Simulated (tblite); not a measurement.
Compound: C4H7BSi.
SMILES: `BC1C=C[SiH2]C=1`

Level: GFN2-xTB in tblite, geometry and Hessian alike; calculated harmonic values, unscaled, isolated species. This tight-binding method is rough: wavenumbers can miss measured ones by several per cent, in bad cases by 10 to 20. Modes of hydrogen on boron and silicon can be 10 to 20 % off.

Harmonic wavenumbers (cm⁻¹): 98.5, 166.6, 242.9, 281.9, 425.9, 449.3, 473.2, 551.7, 573.9, 612.8, 744.2, 756.0, 776.4, 778.4, 793.2, 824.7, 840.3, 900.4, 919.0, 1095.1, 1122.3, 1196.4, 1243.3, 1318.4, 1518.7, 1598.2, 2249.1, 2253.1, 2629.4, 2659.0, 3056.0, 3086.7, 3088.4.

A = 6265, B = 2407, C = 1775 MHz; mass 94.041 u (most abundant isotopes); point group Cs, symmetry number 1.

Task: What is the zero-point energy?

Result: Half the sum of the wavenumbers: 19662 cm⁻¹ = 56.22 kcal/mol.

Task: Give the ideal-gas entropy at 400 K and 1 bar in the rigid-rotor, harmonic-oscillator model (classical rotation).

Result: Translation 41.02, rotation 27.76, vibration 22.58: S = 91.4 cal/(mol K).

Task: And Cp and H(400 K) − H(0)?

Result: Cp = 36.89 cal/(mol K), of which vibrations give 28.94 (their classical limit is 33 R = 65.6); H(400 K) − H(0) = 8.51 kcal/mol without the zero-point energy, 5.34 from vibrations.

Task: How do the functions run with temperature in this model?

Result: 
```tsv
T (K)	S (cal/(mol K))	Cp (cal/(mol K))	H − H(0) (kcal/mol)	G − H(0) (kcal/mol)	ln q(vib)
50	52.8	9.5	0.42	-2.22	0.07
100	60.4	12.8	0.98	-5.07	0.43
298.15	81.6	29.5	5.12	-19.21	2.99
373.15	88.9	35.1	7.55	-25.61	4.20
500	100.2	42.5	12.50	-37.61	6.35
750	119.5	52.2	24.44	-65.16	10.59
1000	135.4	58.2	38.29	-97.07	14.57
```

q(vib) and H(0) count from the zero-point level.

Task: Which modes carry the vibrational entropy at 400 K?

Result: 98.5 cm⁻¹: 4.06; 166.6 cm⁻¹: 3.03; 242.9 cm⁻¹: 2.32; 281.9 cm⁻¹: 2.04; 425.9 cm⁻¹: 1.32; 449.3 cm⁻¹: 1.24 cal/(mol K); the other 27 give 8.56 together.

Task: What must be added to the electronic energy to get the Gibbs energy at 400 K and 1 bar?

Result: ZPE + [H(400 K) − H(0)] − T·S = 56.22 + 8.51 − 36.54 = 28.19 kcal/mol.

Task: Blend soft modes into free rotors: weight 1/[1 + (100 cm⁻¹/ν̃)⁴] for the oscillator and the rest for a rotor with moment μB/(μ + B), μ = h/(8π²ν), B = 10⁻⁴⁴ kg m². What vibrational entropy results?

Result: 22.07 cal/(mol K) in place of 22.58, which changes −T·S at 400 K by +0.20 kcal/mol.

Hindered rotation and anharmonicity are outside this model.
